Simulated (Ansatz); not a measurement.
Ideal-gas functions of `SC=C=[Se]` at 400 K and 1 bar, from an Ansatz frequency run at PBE0-D4/def2-TZVP.

Molar mass 137.06 g/mol, point group C1 (symmetry number 1), electronic degeneracy 1, moments of inertia 21.628, 430.587, 448.944 u Å². Harmonic wavenumbers (cm⁻¹, unscaled): 108, 158, 388, 435, 636, 677, 841, 943, 1172, 1777, 2661, 3180.

Use S(trans) = R[1.5 ln M + 2.5 ln T − 1.1517]; rotational temperatures θ = 24.2544 K / I; S(rot) = R[ln(√π/σ · √(T³/θAθBθC)) + 1.5]; for each mode x = 1.438777 ν̃/T, S = R[x/(eˣ − 1) − ln(1 − e⁻ˣ)] and H = RT x/(eˣ − 1); 1 cm⁻¹ = 0.0119627 kJ/mol; R = 8.31446 J/(mol·K).

By hand: the entropy, in J/(mol·K).

Translation 176.3. Rotation: θ = 1.1214, 0.0563, 0.054 K, giving 115.6. Vibration, mode by mode: 16.23, 13.12, 6.19, 5.39, 3.04, 2.71, 1.70, 1.27, 0.65, 0.10, 0.01, 0.00, in all 50.4. Electronic 0.0. Sum 342.3 J/(mol·K).

By hand: H − E and G − E in kJ/mol, counted from the electronic energy.

Zero-point energy ½ × 12976 × 0.0119627 = 77.6; thermal vibration 10.9; translation, rotation and pV give 4 RT = 13.3. H − E = 101.8 kJ/mol, and G − E = 101.8 − 400 × 342.3/1000 = -35.1 kJ/mol.

Vibration gives 15 % of the entropy, 16.2 J/(mol·K) of it from the mode under 150 cm⁻¹: soft modes count most, and the harmonic formula is weakest for them. The sum counts one conformer and one mirror image; others add a mixing term.
